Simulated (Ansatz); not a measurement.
A CCSD(T) single point on CH6F2O2Si2, SMILES `O[SiH](O)C[SiH](F)F`.

```yaml
crystal:
  periodic: [false, false, false]
  atoms:
    - {symbol: O, position_ang: [0.823992, -1.726142, -1.089535]}
    - {symbol: Si, position_ang: [1.090146, -0.876278, 0.284327]}
    - {symbol: O, position_ang: [2.169211, 0.346229, 0.136691]}
    - {symbol: C, position_ang: [-0.546201, -0.174664, 0.894579]}
    - {symbol: Si, position_ang: [-1.312758, 1.012058, -0.269863]}
    - {symbol: F, position_ang: [-1.518693, 0.286094, -1.679374]}
    - {symbol: F, position_ang: [-0.277298, 2.198385, -0.547100]}
    - {symbol: H, position_ang: [0.229239, -1.363001, -1.748907]}
    - {symbol: H, position_ang: [1.691080, -1.828972, 1.234783]}
    - {symbol: H, position_ang: [1.876491, 1.175800, -0.246103]}
    - {symbol: H, position_ang: [-0.380734, 0.327915, 1.854249]}
    - {symbol: H, position_ang: [-1.243911, -1.001542, 1.068685]}
    - {symbol: H, position_ang: [-2.600575, 1.624119, 0.107548]}
basis:
  gaussian: {orbitals: def2-TZVPP}
correlation: {method: ccsd_t}
```

```sh
$ ansatz run in.yaml --threads 2 --pin off --events-out ev --progress --plain --max-ram 22528MiB --backend cuda --devices 0, --max-vram 18GiB
```

The program prints (abridged):

```
Functional definition: HF
1952 factors; integrals over basis functions are off by at most 1.2e-3 eV
mean field evaluation 1: about -26342.0876 eV, gradient 6.0e1 eV
mean field evaluation 2: about -26342.4198 eV, gradient 6.1e1 eV
mean field evaluation 4: about -26348.9926 eV, gradient 4.2e0 eV
mean field evaluation 8: about -26349.0804 eV, gradient 2.7e-1 eV
mean field -26349.08066705 eV, -968.3108544657 hartree, gradient 4.9e-6 eV, S^2 0.000000; 0 other end points of the search recorded, 0 dependent functions left out
15 core orbitals not correlated: weight in the atoms' cores, before any rotation towards them, 1.000 or more for the frozen orbitals, at most 0.000 for the correlated occupied ones
reference -26349.08066705 eV, -968.3108544657 hartree; 22, 22 occupied and 286, 286 virtual orbitals, 1952 factors
second order -37.80947404 eV of doubles, -0.00000000 eV of singles
cycle   1  -37.75525187 eV  change    5.4e-2 eV  update   1.2e-1
cycle   2  -38.52883259 eV  change   -7.7e-1 eV  update   3.4e-2
cycle   3  -38.71087803 eV  change   -1.8e-1 eV  update   1.7e-2
cycle   4  -38.68822161 eV  change    2.3e-2 eV  update   3.5e-3
cycle   5  -38.68599628 eV  change    2.2e-3 eV  update   1.5e-3
cycle   6  -38.68710370 eV  change   -1.1e-3 eV  update   4.2e-4
cycle   7  -38.68686511 eV  change    2.4e-4 eV  update   1.5e-4
cycle   8  -38.68676016 eV  change    1.0e-4 eV  update   4.4e-5
cycle   9  -38.68677070 eV  change   -1.1e-5 eV  update   1.7e-5
perturbative correction -1.29243253 eV, -0.0474960196 hartree
Total energy: -26389.05987028 eV, -969.7800630856 hartree
```

Run time 6 s (2 threads of an AMD EPYC 7R13 on a shared host and a share of an NVIDIA H100 80 GB); peak host memory 1.4 GiB.

MP2 recovers 94.6 % of the CCSD(T) correlation energy and the triples give 3.2 %; T1 = 0.0118.
